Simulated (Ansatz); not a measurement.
Reaction (cleavage of the Si–Si bond): `[CH3][AlH][O][SiH2][SiH3]` + `O[Si]F` → `F[Si]O[SiH3]` + `[CH3][AlH][O][SiH3]`

Program: Ansatz. Geometries: PBE0-D4/def2-TZVP. ΔE: electronic, gas phase. CCSD(T)/CBS adds triple-zeta CCSD(T) − MP2 to the extrapolated MP2 energy (def2 sets, frozen cores). This one scheme is used for every species. DFT in def2-TZVPP. One conformer a species, not always the lowest.

```tsv
level	ΔE (kJ/mol)
PBE	-76.2
PBE0	-85.3
```

What does CCSD(T)/CBS give? (Best estimate.)

The calculation gave: -101.8 kJ/mol. The listed levels differ from it by 25.6, 16.5 kJ/mol.

Largest T1 diagnostic among the species: 0.015.

From PBE to PBE0 (25 % exact exchange), in def2-TZVPP and without D4, ΔE moves by −9.1 kJ/mol. In def2-TZVPP, CCSD(T) changes the Hartree–Fock value by +31.8 kJ/mol (the triples alone add +4.3 kJ/mol) and MP2 by +23.8 kJ/mol.
